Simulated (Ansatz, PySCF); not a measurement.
Gas-phase reaction 3 R1 → P1 + 3 P2, each structure at its B3LYP-D3(BJ)/def2-TZVP stationary point, reached from a drawn start (curvature not checked).
P1: B3H3O6 (SMILES OB1OB(O)OB(O)O1), charge 0, multiplicity 1.
R1: BH3O3 (SMILES OB(O)O), charge 0, multiplicity 1.
P2: H2O (SMILES O), charge 0, multiplicity 1.

P less R. No zero-point or thermal terms. One arrangement of each flexible species, with no search for the lowest.

Cores are frozen in the correlated methods.

Codes used: Ansatz (Gaussian orbitals); PySCF for the D3/D4 terms. Each number belongs to the level named beside it.

```json
[
 {"level": "PBE/def2-TZVPP", "reaction energy (kJ/mol)": "69.6"},
 {"level": "BLYP-D4/def2-TZVPP", "reaction energy (kJ/mol)": "60.1"},
 {"level": "revPBE/def2-TZVPP", "reaction energy (kJ/mol)": "63.9"},
 {"level": "revPBE-D3(BJ)/def2-TZVPP", "reaction energy (kJ/mol)": "60.4"},
 {"level": "B3LYP-D4/def2-TZVPP", "reaction energy (kJ/mol)": "60.9"},
 {"level": "BHLYP/def2-TZVPP", "reaction energy (kJ/mol)": "68.4"},
 {"level": "B2PLYP-D3(BJ)/def2-TZVPP", "reaction energy (kJ/mol)": "___"},
 {"level": "CCSD/cc-pVDZ", "reaction energy (kJ/mol)": "___"},
 {"level": "CCSD(T)/cc-pVDZ", "reaction energy (kJ/mol)": "___"}
]
```

Q: Fill in the missing entries.

A: 
- B2PLYP-D3(BJ)/def2-TZVPP, reaction energy (kJ/mol): 62.0
- CCSD/cc-pVDZ, reaction energy (kJ/mol): 81.4
- CCSD(T)/cc-pVDZ, reaction energy (kJ/mol): 79.5

Ansatz is a first-principles code.
